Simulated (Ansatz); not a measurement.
Reactions of C$_{2}$H$_{2}$F$_{2}$Si (`FC1=C(F)[SiH2]1`).

Isolated molecules relaxed with PBE0-D4/def2-TZVP in Ansatz; ΔE leaves out vibrations. CCSD(T)/CBS is the MP2 limit (def2-TZVPP, def2-QZVPP) plus CCSD(T) − MP2 in def2-TZVPP, frozen cores. This one scheme is used for every species, atoms too. No spin–orbit coupling; open shells (•) take unrestricted orbitals. Spin–orbit coupling would lower the free atoms: a little for C, F, Si. Each species was taken in one conformer, which may not be the lowest.

```csv
reaction,HF/CBS(def2) (kJ/mol)
`FC1=C(F)[SiH2]1` + H₂S → `FC1=C(S)[SiH2]1` + H–F,-53
`FC1=C(F)[SiH2]1` + HCl → `FC1=C(Cl)[SiH2]1` + H–F,-21
`FC1=C(F)[SiH2]1` → 2 C• + 2 F• + 2 H• + Si•,1773
`FC1=C(F)[SiH2]1` + H₂ → `FC1=C[SiH2]1` + H–F,-126
```

(1) Give the CCSD(T)/CBS values in the same order. (Estimate.)

Largest T1 diagnostic: 0.014, for `FC1=C(F)[SiH2]1`.

Results:

(1) Ansatz gave: -78, -43, 2610, -126 kJ/mol.
